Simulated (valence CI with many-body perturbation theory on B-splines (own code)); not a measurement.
# E1 transitions of Sb38+

Calculated by relativistic CI+MBPT: three valence electrons over a frozen Dirac-Fock core [Ne], radial functions for each j: 11 s, 11 p, 10 d, 8 f, 5 g, 2 h, with the one-electron correlation potential Σ1 (screened to all orders), the two-electron term Σ2, the three-electron term Σ3, Breit, model QED; selected single and double excitations, second order for the rest, scaled by the run's own slope (own B-spline code, finite nucleus).

No measured spectrum was set against this ion. As an estimate, large intervals hold to a few tenths of a per cent, small ones and those within an open d or f shell to about a per cent.

Lines 51 to 100 of 569 in falling wavelength, among levels below 10478 × 10³ cm⁻¹, chosen from the strongest by gf and those to the six lowest levels. Wavelengths and rates use the calculated energies. Electric multipoles are in the length gauge, E1 and E2 with the static RPA response of the core. Weak lines are less certain than strong ones. Lines between different terms over intervals too small for the method are left out, as are lines whose strength nearly cancels. The highest levels of a list are the least certain.

Levels are named by their leading jj configuration (3d3/2^4 stands for four electrons in 3d with j = 3/2), which in mixed levels can hold well under half, so a name can repeat and another be missing. Letters in brackets count levels of one name in rising energy.

```csv
λ vac (Å),Upper,Lower,A (s⁻¹),S (a.u.) with core polarisation,S without
108.4,(3p1/2 3p3/2 3d5/2) J=9/2,(3s 3p3/2 3d5/2) J=9/2,2.11e+10,1.32e-01,1.35e-01
107.4,(3s 3p1/2 3d3/2) J=5/2,(3s 3p1/2 3p3/2) J=3/2 [b],4.76e+08,1.75e-03,1.79e-03
105.8,(3p1/2^2 3d3/2) J=3/2,(3s 3p1/2 3d3/2) J=3/2 [a],1.59e+10,3.72e-02,3.80e-02
103.4,(3p1/2^2 3p3/2) J=3/2,(3s 3p1/2 3p3/2) J=3/2 [a],9.31e+09,2.03e-02,2.07e-02
102.7,(3p3/2^2 3d5/2) J=7/2,(3s 3p3/2 3d5/2) J=5/2 [b],1.35e+10,5.79e-02,5.90e-02
102.5,(3d3/2 3d5/2^2) J=7/2 [a],(3p3/2 3d3/2 3d5/2) J=5/2 [d],9.87e+09,4.19e-02,4.27e-02
100.4,(3s 3p1/2 3d3/2) J=3/2 [a],(3s 3p1/2 3p3/2) J=5/2,5.90e+09,1.18e-02,1.20e-02
97.93,(3d3/2 3d5/2^2) J=7/2 [b],(3p3/2 3d5/2^2) J=5/2 [b],2.49e+10,9.23e-02,9.41e-02
96.56,(3d5/2^3) J=9/2,(3p3/2 3d5/2^2) J=7/2 [b],8.82e+10,3.92e-01,4.00e-01
96.47,(3d3/2^2 3d5/2) J=9/2,(3p3/2 3d3/2 3d5/2) J=7/2 [d],7.21e+09,3.19e-02,3.26e-02
96.37,(3d3/2 3d5/2^2) J=7/2 [a],(3p3/2 3d3/2 3d5/2) J=5/2 [c],2.45e+10,8.66e-02,8.82e-02
95.45,(3s 3p1/2 3d3/2) J=5/2,(3s 3p1/2 3p3/2) J=5/2,2.89e+09,7.45e-03,7.60e-03
94.48,(3s 3p1/2 3d5/2) J=5/2 [a],(3s 3p1/2 3p3/2) J=3/2 [b],1.86e+08,4.64e-04,4.70e-04
93.73,(3d5/2^3) J=3/2,(3p3/2 3d5/2^2) J=5/2 [b],2.26e+10,3.67e-02,3.74e-02
93.65,(3s 3p1/2 3d3/2) J=3/2 [b],(3s 3p1/2 3p3/2) J=3/2 [b],5.79e+09,9.39e-03,9.58e-03
93.63,(3d3/2 3d5/2^2) J=9/2,(3p3/2 3d5/2^2) J=7/2 [a],3.21e+10,1.30e-01,1.32e-01
93.02,(3d3/2 3d5/2^2) J=11/2,(3p3/2 3d3/2 3d5/2) J=9/2 [b],1.10e+11,5.26e-01,5.36e-01
92.78,(3d3/2 3d5/2^2) J=3/2 [b],(3p3/2 3d5/2^2) J=3/2 [b],4.30e+10,6.78e-02,6.91e-02
92.77,(3s 3p1/2 3d3/2) J=3/2 [a],(3s 3p1/2 3p3/2) J=3/2 [a],5.62e+07,8.86e-05,8.96e-05
92.57,(3p3/2 3d5/2^2) J=7/2 [a],(3p3/2^2 3d5/2) J=5/2 [a],2.32e+10,7.26e-02,7.41e-02
92.46,(3d3/2^3) J=3/2,(3p3/2 3d3/2^2) J=1/2,1.99e+10,3.10e-02,3.16e-02
92.06,(3d5/2^3) J=3/2,(3p3/2 3d5/2^2) J=3/2 [a],3.68e+10,5.66e-02,5.77e-02
91.62,(3d3/2 3d5/2^2) J=5/2 [c],(3p3/2 3d3/2 3d5/2) J=3/2 [d],7.71e+10,1.76e-01,1.79e-01
91.15,(3d3/2 3d5/2^2) J=5/2 [c],(3p3/2 3d3/2 3d5/2) J=5/2 [d],1.27e+10,2.85e-02,2.90e-02
91.01,(3d5/2^3) J=5/2,(3p3/2 3d5/2^2) J=3/2 [b],7.83e+10,1.75e-01,1.78e-01
90.66,(3p1/2 3d3/2 3d5/2) J=9/2,(3p1/2 3p3/2 3d5/2) J=9/2,2.24e+10,8.23e-02,8.39e-02
90.37,(3d3/2^2 3d5/2) J=9/2,(3p3/2 3d3/2 3d5/2) J=7/2 [c],1.20e+10,4.37e-02,4.46e-02
90.30,(3d3/2 3d5/2^2) J=7/2 [b],(3p3/2 3d3/2 3d5/2) J=5/2 [d],2.78e+10,8.08e-02,8.23e-02
90.00,(3p1/2 3d5/2^2) J=7/2,(3p1/2 3p3/2 3d5/2) J=5/2 [b],9.10e+10,2.62e-01,2.67e-01
89.82,(3p3/2 3d5/2^2) J=5/2 [b],(3p3/2^2 3d5/2) J=3/2 [b],7.16e+10,1.54e-01,1.57e-01
89.66,(3d3/2 3d5/2^2) J=7/2 [a],(3p3/2 3d3/2 3d5/2) J=7/2 [d],1.47e+10,4.18e-02,4.26e-02
89.64,(3p1/2 3d5/2^2) J=3/2,(3p1/2 3p3/2 3d5/2) J=1/2,2.58e+10,3.67e-02,3.74e-02
89.27,(3p3/2 3d3/2 3d5/2) J=5/2 [b],(3s 3d5/2^2) J=3/2,2.35e+10,4.96e-02,5.05e-02
89.18,(3d3/2 3d5/2^2) J=9/2,(3p3/2 3d3/2 3d5/2) J=7/2 [d],5.27e+10,1.84e-01,1.88e-01
89.17,(3p3/2^2 3d5/2) J=7/2,(3s 3p3/2 3d3/2) J=5/2 [b],1.04e+10,2.90e-02,2.96e-02
89.12,(3p3/2 3d5/2^2) J=9/2,(3p3/2^2 3d3/2) J=7/2,7.41e+10,2.59e-01,2.64e-01
88.89,(3p3/2 3d3/2 3d5/2) J=9/2 [a],(3s 3d5/2^2) J=9/2,1.04e+10,3.60e-02,3.67e-02
88.85,(3p3/2 3d3/2 3d5/2) J=9/2 [b],(3s 3d5/2^2) J=7/2,1.42e+11,4.90e-01,5.00e-01
88.77,(3p3/2 3d5/2^2) J=7/2 [b],(3p3/2^2 3d5/2) J=5/2 [b],1.81e+11,4.99e-01,5.09e-01
88.56,(3p3/2 3d3/2 3d5/2) J=11/2,(3p3/2^2 3d5/2) J=9/2,1.20e+11,4.92e-01,5.02e-01
88.54,(3s 3p1/2 3d3/2) J=5/2,(3s 3p1/2 3p3/2) J=3/2 [a],5.33e+08,1.10e-03,1.12e-03
88.44,(3d3/2 3d5/2^2) J=3/2 [a],(3p3/2 3d3/2 3d5/2) J=3/2 [c],2.45e+10,3.35e-02,3.42e-02
88.41,(3s 3p1/2 3p3/2) J=3/2 [a],(3s^2 3p1/2) J=1/2,3.30e+08,4.50e-04,4.59e-04
88.34,(3s 3p3/2^2) J=5/2,(3s^2 3p3/2) J=3/2,2.69e+08,5.50e-04,5.53e-04
88.28,(3p3/2 3d3/2 3d5/2) J=7/2 [d],(3p3/2^2 3d5/2) J=9/2,2.14e+10,5.83e-02,5.94e-02
88.19,(3p1/2 3p3/2^2) J=3/2 [a],(3s 3p1/2 3p3/2) J=3/2 [b],7.27e+08,9.85e-04,1.00e-03
87.83,(3d3/2 3d5/2^2) J=5/2 [b],(3p3/2 3d3/2 3d5/2) J=5/2 [c],6.26e+10,1.26e-01,1.28e-01
87.68,(3s 3d5/2^2) J=9/2,(3s 3p3/2 3d5/2) J=7/2 [a],3.53e+10,1.17e-01,1.20e-01
87.55,(3p3/2 3d3/2 3d5/2) J=5/2 [b],(3s 3d5/2^2) J=5/2,3.62e+10,7.18e-02,7.33e-02
87.20,(3s 3p1/2 3d5/2) J=5/2 [b],(3s 3p1/2 3p3/2) J=3/2 [b],4.59e+09,9.01e-03,9.16e-03
```
